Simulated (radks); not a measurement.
Results of a calculation; reference values are marked as such.
Problem. Coherent X-ray form factor from a spherical all-electron density. Level of theory: scalar-relativistic Kohn-Sham, PBEsol, spin-polarised, spherical densities, point nucleus (a radial shooting solver on a logarithmic mesh with Libxc functionals).

sin(theta)/lambda (1/angstrom),f0 (electrons)
0.05,18.705
0.1,17.881
0.15,16.678
0.2,15.275
0.25,13.834
0.3,12.470
0.4,10.222
0.5,8.679
0.6,7.677
0.8,6.450
1,5.485
1.25,4.333
1.5,3.344
2,2.091

The species is in the configuration that NIST lists as its ground one. Which atom or ion scatters so?

Solution. The scandium ion Sc2+, [Ar] 3d1. Extrapolating in s^2 from the first two rows gives f0(0) = 19.0, near the electron count 19; among species with that count, the fall with angle is slower the higher Z, and the table is that of Z = 21; from so few rows the species is fixed only to a neighbour or two.
